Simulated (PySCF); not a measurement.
CHNO, charge -1, doublet, geometry from GFN2-xTB (a state made from the parent by changing its charge; the spin is typed, not shown lowest) (in this run its highest filled SCF level lies above zero, so its values depend strongly on the basis, on diffuse functions most of all); PySCF with PBE/def2-SV(P).

Here is a job for PySCF.
```python
from pyscf import gto, scf, dft

mol = gto.M(
    atom='''
N    -1.10932296    0.26809662    0.17063078
C     0.07399388   -0.27621871    0.20499431
O     1.13555407   -0.00065511   -0.40397735
H    -1.76313503   -0.21412318    0.80743747
''',
    basis='def2-sv(p)',
    charge=-1,
    spin=1,
    verbose=4,
)

mf = dft.UKS(mol)
mf.xc = 'pbe'
mf.kernel()
mo_i, mo_e, stable_i, stable_e = mf.stability(internal=True, external=False, return_status=True, nroots=6, tol=1e-6)
print('internally stable:', stable_i, ' externally stable:', stable_e)
if not stable_i:
    umf = mf.copy()
    umf.scf_summary = {}
    umf.kernel(umf.make_rdm1(mo_i, mf.mo_occ))
mf.analyze()
```

Output, abridged:

```
PySCF version 2.14.0

[INPUT] verbose = 4
[INPUT] num. atoms = 4
[INPUT] num. electrons = 23
[INPUT] charge = -1
[INPUT] spin (= nelec alpha-beta = 2S) = 1
[INPUT] symmetry False subgroup None
[INPUT] Mole.unit = angstrom
[INPUT] Symbol           X                Y                Z      unit          X                Y                Z       unit  Magmom
[INPUT]  1 N     -1.109322960000   0.268096620000   0.170630780000 AA   -2.096316578092   0.506629186722   0.322445442621 Bohr   0.0
[INPUT]  2 C      0.073993880000  -0.276218710000   0.204994310000 AA    0.139828168094  -0.521977712381   0.387383102994 Bohr   0.0
[INPUT]  3 O      1.135554070000  -0.000655110000  -0.403977350000 AA    2.145886191935  -0.001237978481  -0.763406552028 Bohr   0.0
[INPUT]  4 H     -1.763135030000  -0.214123180000   0.807437470000 AA   -3.331842327327  -0.404634167121   1.525835681012 Bohr   0.0

nuclear repulsion = 56.5832850698499
number of shells = 20
number of NR pGTOs = 76
number of NR cGTOs = 44
basis = def2-sv(p)
ecp = {}

******** <class 'pyscf.dft.uks.UKS'> ********
method = UKS
initial guess = minao
damping factor = 0
level_shift factor = 0
DIIS = <class 'pyscf.scf.diis.CDIIS'>
diis_start_cycle = 1
diis_space = 8
diis_damp = 0
SCF conv_tol = 1e-09
SCF conv_tol_grad = None
SCF max_cycles = 50
direct_scf = True
direct_scf_tol = 1e-13
number electrons alpha = 12  beta = 11
XC library pyscf.dft.libxc version 7.1.2
    S. Lehtola, C. Steigemann, M. J. T. Oliveira, and M. A. L. Marques,  SoftwareX 7, 1–5 (2018)
XC functionals = pbe
    J. P. Perdew, K. Burke, and M. Ernzerhof,  Phys. Rev. Lett. 77, 3865 (1996)
    J. P. Perdew, K. Burke, and M. Ernzerhof,  Phys. Rev. Lett. 78, 1396 (1997)
    J. P. Perdew, K. Burke, and M. Ernzerhof,  Phys. Rev. Lett. 77, 3865 (1996)
    J. P. Perdew, K. Burke, and M. Ernzerhof,  Phys. Rev. Lett. 78, 1396 (1997)
radial grids:
    Treutler-Ahlrichs [JCP 102, 346 (1995); DOI:10.1063/1.469408] (M4) radial grids

becke partition: Becke, JCP 88, 2547 (1988); DOI:10.1063/1.454033
pruning grids: <function nwchem_prune>
grids dens level: 3
symmetrized grids: False
atomic radii adjust function: <function treutler_atomic_radii_adjust>
small_rho_cutoff = 0
Set gradient conv threshold to 3.16228e-05
tot grids = 51912
init E= -168.537871395944

cycle= 1 E= -168.156499044193  delta_E= 0.381  |g|= 0.633  |ddm|= 1.78
cycle= 2 E= -166.385966851984  delta_E= 1.77  |g|= 1.91  |ddm|= 5.01
cycle= 3 E= -168.131677559426  delta_E= -1.75  |g|= 0.608  |ddm|= 4.89
cycle= 4 E= -168.308842376649  delta_E= -0.177  |g|= 0.172  |ddm|= 0.746
cycle= 5 E= -168.320437871597  delta_E= -0.0116  |g|= 0.0746  |ddm|= 0.231
cycle= 6 E= -168.323017526686  delta_E= -0.00258  |g|= 0.0185  |ddm|= 0.104
cycle= 7 E= -168.323245065301  delta_E= -0.000228  |g|= 0.00311  |ddm|= 0.0377
cycle= 8 E= -168.323249254887  delta_E= -4.19e-06  |g|= 0.000524  |ddm|= 0.00542
cycle= 9 E= -168.323249419467  delta_E= -1.65e-07  |g|= 0.000135  |ddm|= 0.000877
cycle= 10 E= -168.323249434093  delta_E= -1.46e-08  |g|= 2.63e-05  |ddm|= 0.000281
cycle= 11 E= -168.323249434848  delta_E= -7.55e-10  |g|= 8.82e-06  |ddm|= 6.7e-05
Extra cycle  E= -168.323249434765  delta_E= 8.32e-11  |g|= 1.66e-05  |ddm|= 2.36e-05
converged SCF energy = -168.323249434765  <S^2> = 0.75147858  2S+1 = 2.001478
uhf_internal: lowest eigs of H = [0.22767557 0.2580535  0.28012496 0.333987   0.36728184 0.38715188]
<class 'pyscf.dft.uks.UKS'> wavefunction is stable in the internal stability analysis
internally stable: True  externally stable: None
**** SCF Summaries ****
Total Energy =                        -168.323249434764989
Nuclear Repulsion Energy =              56.583285069849929
One-electron Energy =                 -347.978464665861452
Two-electron Energy =                  123.071930161246527
Two-electron Coulomb Energy =          144.371476439539521
DFT Exchange-Correlation Energy =      -21.299546278292990
**** MO energy ****
                             alpha | beta                alpha | beta
MO #1   energy= -18.4705330313289  | -18.4642594133722  occ= 1 | 1
MO #2   energy= -13.7022540955951  | -13.6988911263892  occ= 1 | 1
MO #3   energy= -9.68612012462156  | -9.67857400613306  occ= 1 | 1
MO #4   energy= -0.645236905400601 | -0.633086268657966 occ= 1 | 1
MO #5   energy= -0.510073342463202 | -0.49994695148297  occ= 1 | 1
MO #6   energy= -0.21758978086086  | -0.209891082858254 occ= 1 | 1
MO #7   energy= -0.12751812231117  | -0.110085827459623 occ= 1 | 1
MO #8   energy= -0.0762755362845817 | -0.0677873406280032 occ= 1 | 1
MO #9   energy= -0.0753196872476851 | -0.0484724243269494 occ= 1 | 1
MO #10  energy= 0.0141402465371745 | 0.0313692677690218 occ= 1 | 1
MO #11  energy= 0.0542743158605856 | 0.0581613107502035 occ= 1 | 1
MO #12  energy= 0.148810681158904  | 0.199931885639297  occ= 1 | 0
MO #13  energy= 0.264673039758563  | 0.267453490866425  occ= 0 | 0
MO #14  energy= 0.284001906390028  | 0.300549252531821  occ= 0 | 0
MO #15  energy= 0.478526927467675  | 0.488549392236621  occ= 0 | 0
MO #16  energy= 0.580016794581604  | 0.59674193307453   occ= 0 | 0
MO #17  energy= 0.641329556695538  | 0.675447771771905  occ= 0 | 0
MO #18  energy= 0.701264251761173  | 0.714605888507251  occ= 0 | 0
MO #19  energy= 0.747436936850502  | 0.764249832921639  occ= 0 | 0
MO #20  energy= 0.756373852969733  | 0.771096548139993  occ= 0 | 0

To work with the spin densities directly, `use mulliken_meta_spin()` only printing them here.

 ** Mulliken spin pop alpha/beta on meta-lowdin orthogonal AOs **
 ** Mulliken Spin Density (per AO)  **
spin_pop of  0 N 1s       -0.00000
spin_pop of  0 N 2s        0.00007
spin_pop of  0 N 3s        0.00300
spin_pop of  0 N 2px       0.03304
spin_pop of  0 N 2py       0.08738
spin_pop of  0 N 2pz       0.02748
spin_pop of  0 N 3px       0.00014
spin_pop of  0 N 3py       0.00199
spin_pop of  0 N 3pz       0.00138
spin_pop of  0 N 3dxy     -0.00002
spin_pop of  0 N 3dyz      0.00013
spin_pop of  0 N 3dz^2     0.00007
spin_pop of  0 N 3dxz     -0.00000
spin_pop of  0 N 3dx2-y2    0.00008
spin_pop of  1 C 1s       -0.00000
spin_pop of  1 C 2s        0.18275
spin_pop of  1 C 3s        0.04309
spin_pop of  1 C 2px       0.00405
spin_pop of  1 C 2py       0.22563
spin_pop of  1 C 2pz       0.14363
spin_pop of  1 C 3px      -0.00007
spin_pop of  1 C 3py       0.00059
spin_pop of  1 C 3pz       0.00065
spin_pop of  1 C 3dxy      0.00019
spin_pop of  1 C 3dyz     -0.00028
spin_pop of  1 C 3dz^2     0.00020
spin_pop of  1 C 3dxz      0.00004
spin_pop of  1 C 3dx2-y2    0.00077
spin_pop of  2 O 1s       -0.00000
spin_pop of  2 O 2s        0.00404
spin_pop of  2 O 3s        0.00031
spin_pop of  2 O 2px       0.00474
spin_pop of  2 O 2py       0.14723
spin_pop of  2 O 2pz       0.08362
spin_pop of  2 O 3px       0.00026
spin_pop of  2 O 3py       0.00162
spin_pop of  2 O 3pz       0.00083
spin_pop of  2 O 3dxy      0.00001
spin_pop of  2 O 3dyz      0.00002
spin_pop of  2 O 3dz^2    -0.00000
spin_pop of  2 O 3dxz      0.00014
spin_pop of  2 O 3dx2-y2    0.00001
spin_pop of  3 H 1s       -0.00425
spin_pop of  3 H 2s        0.00545
 ** Mulliken Spin Density (per atom)  **
spin density of  0 N =      0.15473
spin density of  1 C =      0.60124
spin density of  2 O =      0.24283
spin density of  3 H =      0.00120
 ** Mulliken pop alpha/beta on meta-lowdin orthogonal AOs **
 ** Mulliken pop       alpha | beta **
In total            12.00000 | 11.00000
 ** Mulliken atomic charges   ( Nelec_alpha | Nelec_beta ) **
charge of  0N =     -0.56704  (     3.86088      3.70615 )
charge of  1C =     -0.03118  (     3.31621      2.71497 )
charge of  2O =     -0.52652  (     4.38468      4.14185 )
charge of  3H =      0.12474  (     0.43823      0.43703 )

WARN: System has nonzero charge -1; the dipole moment is origin-dependent.
Location of origin: [0. 0. 0.]

Dipole moment(X, Y, Z, Debye): -0.77115, -0.42592,  0.63145
```
